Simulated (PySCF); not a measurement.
# Electron correlation in Ga⁺ (gallium, charge +1)

[Ar] 3d10 4s2, closed-shell 1S. Calculation: PySCF 2.14, in x2c-TZVPPall with one added diffuse shell each of s, p, d type (7s6p5d1f, 57 functions); the spin-free X2C one-electron Hamiltonian (Gaussian nucleus). Frozen: [Ne]; 20 electrons correlated.

| level | correlation energy (mhartree) |
| --- | --- |
| CCSD | -306.43 |
| (T) | -8.85 |
| CCSD(T) | -315.28 |

Diagnostics: T1 = 0.010, D1 = 0.0189, largest double amplitude 0.086.

Cost of the coupled-cluster step: of the order of 6 core-seconds, for 20 correlated electrons.

Iterations:

```
CC2 = 0
CCSD nocc = 10, nmo = 52
frozen orbitals [0, 1, 2, 3, 4]
max_cycle = 100
direct = 0
conv_tol = 1e-08
conv_tol_normt = 1e-06
diis_space = 8
diis_start_cycle = 0
Init t2, MP2 energy = -1942.29613609037  E_corr(MP2) -0.329341257446611
Init E_corr(CCSD) = -0.329341257447981
cycle = 1  E_corr(CCSD) = -0.286730177923723  dE = 0.0426110795  norm(t1,t2) = 0.0642744
cycle = 2  E_corr(CCSD) = -0.309219438135665  dE = -0.0224892602  norm(t1,t2) = 0.0240347
cycle = 3  E_corr(CCSD) = -0.304925486240718  dE = 0.00429395189  norm(t1,t2) = 0.0114442
cycle = 4  E_corr(CCSD) = -0.306297619397641  dE = -0.00137213316  norm(t1,t2) = 0.00381014
cycle = 5  E_corr(CCSD) = -0.306443489078713  dE = -0.000145869681  norm(t1,t2) = 0.000322832
cycle = 6  E_corr(CCSD) = -0.306436995624155  dE = 6.49345456e-06  norm(t1,t2) = 7.92853e-05
cycle = 7  E_corr(CCSD) = -0.306430508839071  dE = 6.48678508e-06  norm(t1,t2) = 1.27933e-05
cycle = 8  E_corr(CCSD) = -0.306430616639646  dE = -1.07800575e-07  norm(t1,t2) = 4.2755e-06
cycle = 9  E_corr(CCSD) = -0.306431014350726  dE = -3.9771108e-07  norm(t1,t2) = 1.16236e-06
cycle = 10  E_corr(CCSD) = -0.306430999656123  dE = 1.46946023e-08  norm(t1,t2) = 2.17266e-07
cycle = 11  E_corr(CCSD) = -0.306430987613674  dE = 1.20424494e-08  norm(t1,t2) = 4.53259e-08
cycle = 12  E_corr(CCSD) = -0.306430987081227  dE = 5.32447253e-10  norm(t1,t2) = 1.36676e-08
CCSD converged
E(CCSD) = -1942.273225820006  E_corr = -0.3064309870812265
CCSD(T) correction = -0.00885114405743976
```

This basis was not built for core-valence correlation, so the inner-shell part is incomplete.
